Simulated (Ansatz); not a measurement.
Start from `O=C[Te]CS` and change one atom or group to get `O=C[Te][SiH3]`.

Ansatz, PBE0-D4/def2-TZVP geometries, multiplicity 1. Each molecule was computed in one conformer, which needn't be the lowest.

Elements past krypton have def2 core potentials.  Spin–orbit coupling is left out; it splits and shifts lone-pair levels of the heavy atoms by tenths of an eV.

```tsv
property	`O=C[Te]CS`
HOMO energy (PBE0/def2-TZVPP) / eV	-6.77
HOMO energy (ωB97M-V/def2-TZVPP) / eV	-8.80
LUMO energy (PBE0/def2-TZVPP) / eV	-1.29
HOMO–LUMO gap (B3LYP/def2-TZVPP) / eV	5.06
LUMO energy (PBE/def2-TZVPP) / eV	-2.30
HOMO–LUMO gap (PBE0/def2-TZVPP) / eV	5.49
```

(1) Give the same properties after the change, and the shifts. (An estimate is asked.)

## Answers

(1) Ansatz gave: 
```json
{"property": "HOMO energy (PBE0/def2-TZVPP) / eV", "`O=C[Te][SiH3]`": "-6.89", "shift": "-0.12"}
{"property": "HOMO energy (ωB97M-V/def2-TZVPP) / eV", "`O=C[Te][SiH3]`": "-8.90", "shift": "-0.10"}
{"property": "LUMO energy (PBE0/def2-TZVPP) / eV", "`O=C[Te][SiH3]`": "-1.30", "shift": "-0.01"}
{"property": "HOMO–LUMO gap (B3LYP/def2-TZVPP) / eV", "`O=C[Te][SiH3]`": "5.16", "shift": "0.10"}
{"property": "LUMO energy (PBE/def2-TZVPP) / eV", "`O=C[Te][SiH3]`": "-2.36", "shift": "-0.06"}
{"property": "HOMO–LUMO gap (PBE0/def2-TZVPP) / eV", "`O=C[Te][SiH3]`": "5.59", "shift": "0.10"}
```

Positive LUMOs are unbound, so they and the gaps depend on the basis.

B3LYP here is the variant with VWN-RPA as its local correlation; programs differ in this.
